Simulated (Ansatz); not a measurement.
Job for Ansatz (a program for electronic structure): R-wB97M-V/def2-TZVPP on GaH6N3 (SMILES [NH2][Ga]([NH2])[NH2]), a point of a torsion scan.

Ansatz 0.2 input:
```yaml
crystal:
  periodic: [false, false, false]
  atoms:
    - {symbol: N, position_ang: [-0.79540511, 1.55433962, 0.06009778]}
    - {symbol: Ga, position_ang: [0.09610714, 0.26462152, -0.90262503]}
    - {symbol: N, position_ang: [-0.86055505, -1.09490873, -1.67121140]}
    - {symbol: N, position_ang: [1.92556175, 0.28017574, -1.00270640]}
    - {symbol: H, position_ang: [-1.65013722, 1.27076892, 0.52808719]}
    - {symbol: H, position_ang: [-0.24761906, 2.09929020, 0.71837230]}
    - {symbol: H, position_ang: [-0.46215243, -1.63169716, -2.43241157]}
    - {symbol: H, position_ang: [-1.84786487, -0.95602491, -1.85204386]}
    - {symbol: H, position_ang: [2.42836703, 1.13657196, -0.80152003]}
    - {symbol: H, position_ang: [2.39683515, -0.20393038, -1.75758969]}
basis:
  gaussian:
    orbitals: def2-TZVPP
hamiltonian:
  xc: {name: wB97M-V}
scf: {lower_state_search: off}
```

Output:

```
WARN ansatz: RAYON_NUM_THREADS=2 ignored (pool sized by the plan → 2); use --threads N
Functional definition: wB97M-V
these checks for a lower state are left out or cut short: stability, starts, cluster_reference, orbital_swaps, neighbouring_geometries, increment
integrals: 0.20 GiB planned
1222 factors; their error is unknown
integrals: 0.23 GiB planned
297 factors; integrals over basis functions are off by at most 5.9e-6 eV
mean field: 1.66 GiB planned
mean field evaluation 1: about -56932.3978 eV, gradient 8.4e1 eV
mean field evaluation 2: about -56931.9708 eV, gradient 8.6e1 eV
mean field evaluation 4: about -56944.8382 eV, gradient 2.9e0 eV
mean field evaluation 8: about -56944.8486 eV, gradient 4.2e-2 eV
mean field evaluation 16: about -56944.9572 eV, gradient 6.4e-5 eV
mean field -56944.95715838 eV, -2092.6885768922 hartree, gradient 3.5e-6 eV, S^2 0.000000; 0 other end points of the search recorded, 0 dependent functions left out
reference -56944.95720672 eV, -2092.6885786685 hartree; 29, 29 occupied and 196, 196 virtual orbitals, 1222 factors
Total energy: -56944.95720672 eV, -2092.6885786685 hartree
Checks for a lower state left out: stability, starts, cluster_reference, orbital_swaps, neighbouring_geometries, increment
```

The run converged.

Cost: very roughly 9 core-seconds.
